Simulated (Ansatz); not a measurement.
The same path of BrH + ClGeH3 (7 atoms, charge 0, multiplicity 1) was run 3 times with different band settings. Lost on the way: Ge1–Cl2, H6–Br7. Made: Ge1–Br7, Cl2–H6.

These are results of RKS B3LYP-D4/def2-SVP in Ansatz 0.2.0, not measurements.

Relaxed end points:

```xyz
7
Properties=species:S:1:pos:R:3
Ge -1.067 0.080 -0.208
Cl -0.017 -1.665 0.627
H -0.456 0.347 -1.589
H -0.848 1.240 0.773
H -2.546 -0.327 -0.299
H 2.046 -0.403 0.492
Br 2.888 0.728 0.204
```

```xyz
7
Properties=species:S:1:pos:R:3
Ge -0.614 0.636 -0.576
Cl 0.627 -1.907 1.897
H -1.049 1.674 -1.624
H -0.916 1.101 0.854
H -1.173 -0.760 -0.880
H 1.398 -1.238 1.093
Br 1.728 0.494 -0.763
```

Common settings: spring 5.0 eV/Å²; start path through a guess of the saddle point; force threshold 0.05 eV/Å; end points relaxed.

| run | movable images | climbing image | optimiser | iteration limit |
| --- | --- | --- | --- | --- |
| 1 | 9 | yes | quadratic models (default) | 53 |
| 2 | 1 | no | quadratic models (default) | 60 |
| 3 | 9 | yes | fire | 60 |

(1) What does each run give, and how far can it be trusted?

Results:

(1) Run 1: converged after 18 iterations, highest image 1.337 eV above the first end. A vibrational analysis at the climbing image gives one clearly imaginary mode, 457i cm⁻¹: a first-order saddle point.
Run 2: converged after 17 iterations, highest image 0.000 eV above the first end. The highest image is an end point: on this band no image between the ends rises above it. So few images can step over the top or miss a turn of the path.
Run 3: converged after 59 iterations, highest image 1.337 eV above the first end. Another band between the same ends (9 images) ends at a top of the same energy, where a vibrational analysis finds 1 clearly imaginary mode.
The orbitals stay closed-shell, which can raise the energy where a bond breaks towards radicals; this wasn't checked here.
